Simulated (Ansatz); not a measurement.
Geometry optimisation, Ansatz 0.2.0, RKS B3LYP-D4/def2-SVP.

Input:

```yaml
crystal:
  periodic: [false, false, false]
  atoms:
    - { symbol: Ga, position_ang: [0.031049, 0.258191, -0.032487] }
    - { symbol: H, position_ang: [-0.095104, 0.303495, 1.526729] }
    - { symbol: Cl, position_ang: [1.931934, 0.345974, -1.034559] }
    - { symbol: Cl, position_ang: [-1.708375, 0.085956, -1.287057] }
    - { symbol: "N", position_ang: [0.029256, -2.518743, 1.390083] }
    - { symbol: H, position_ang: [-0.665528, -2.721194, 0.669444] }
    - { symbol: H, position_ang: [0.965241, -2.575149, 0.984246] }
    - { symbol: H, position_ang: [-0.119072, -1.55663, 1.753302] }
basis:
  gaussian: { orbitals: def2-SVP }
hamiltonian:
  xc: b3lyp
  dispersion: d4
relax:
  f_tol: 0.03
  max_steps: 50
```

Run as:

```bash
$ ansatz run input.yaml --threads 2 --pin off --max-ram 3072MiB --backend cpu --events-out ev --progress --plain --runs-dir out
```

Q: Where does it end, and by what steps?

A: The run converged. After 12 steps the energy has fallen by 1.273 eV; N5 moved furthest, 0.68 Å. Joined: Ga1–N5 (3.12 → 2.12 Å).

| step | energy less start (eV) | largest force component (eV/Å) | accepted |
| --- | --- | --- | --- |
| 0 | 0.0000 | 1.024 | yes |
| 1 | -0.0998 | 0.821 | yes |
| 2 | -0.1280 | 1.718 | yes |
| 3 | -0.2116 | 1.376 | yes |
| 4 | -0.3243 | 1.144 | yes |
| 5 | -0.3787 | 1.061 | yes |
| 6 | -0.4885 | 1.342 | yes |
| 7 | -0.7762 | 1.843 | yes |
| 8 | -0.9653 | 2.235 | yes |
| 9 | -1.2629 | 0.269 | yes |
| 10 | -1.2715 | 0.068 | yes |
| 11 | -1.2729 | 0.032 | yes |
| 12 | -1.2731 | 0.015 | yes |

```xyz
8
Properties=species:S:1:pos:R:3
Ga 0.008 0.010 0.251
H -0.169 0.943 1.487
Cl 1.959 -0.070 -0.761
Cl -1.687 -0.286 -1.120
N 0.055 -1.984 0.966
H -0.705 -2.491 0.505
H 0.944 -2.394 0.664
H -0.035 -2.106 1.977
```

Whether the end is a true minimum wasn't checked by a vibrational analysis.

Time of the run: 35 s on 2 threads of Arm Neoverse V2, on a shared host, peak memory 0.24 GiB.
